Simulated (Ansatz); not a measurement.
`[CH3][Sb]([CH3])[SiH3]` + `CN[SiH2]Cl` → `CN([SiH3])[SiH2]Cl` + `[CH3][SbH][CH3]`  (cleavage of the Si–Sb bond)

Isolated molecules relaxed with PBE0-D4/def2-TZVP in Ansatz; ΔE leaves out vibrations. CBS: MP2 limit from def2 TZ/QZ plus the TZ coupled-cluster correction, frozen cores. Functionals use def2-TZVPP. B3LYP here is the variant with VWN-RPA as its local correlation; programs differ in this. HSE06 is defined as in plane-wave codes. Elements past krypton have def2 core potentials. For Sb outer-core shells are correlated without core-valence functions, which leaves a few kJ/mol of doubt a bond. One conformer a species, not always the lowest.

(1) Is it downhill or uphill in electronic energy at CCSD(T)/CBS, and by how much? (An estimate is asked.)

(2) What do these levels give: LDA (SPW92), BLYP-D4, PBE0-D4, B3LYP-D4, r2SCAN0-D4, HSE06-D4, CAM-B3LYP-D4, B2PLYP, BHLYP, MP2/def2-QZVPP, SCS-MP2/def2-QZVPP, MP2/CBS(def2)? (An estimate is asked.)

Largest T1 diagnostic among the species: 0.012.

Answers

(1) The calculation gave: Downhill: ΔE = -4.0 kcal/mol.

(2) Ansatz gave: LDA (SPW92) -2.1, BLYP-D4 -3.6, PBE0-D4 -1.8, B3LYP-D4 -4.1, r2SCAN0-D4 -3.6, HSE06-D4 -1.7, CAM-B3LYP-D4 -5.5, B2PLYP -4.5, BHLYP -5.1, MP2/def2-QZVPP -4.6, SCS-MP2/def2-QZVPP -5.5, MP2/CBS(def2) -3.9 kcal/mol.

In def2-TZVPP, CCSD(T) changes the Hartree–Fock value by +1.4 kcal/mol (the triples alone add +0.3 kcal/mol) and MP2 by +1.5 kcal/mol. Leaving LDA and LC-ωPBE aside and taking each functional with its dispersion term where it has one, the values, not all of them listed here, spread over 4.8 kcal/mol, from B97M-V to PBE-D4. LDA lies −1.8 kcal/mol from PBE without D4. From BLYP to BHLYP (50 % exact exchange), in def2-TZVPP and without D4, ΔE moves by −2.7 kcal/mol.
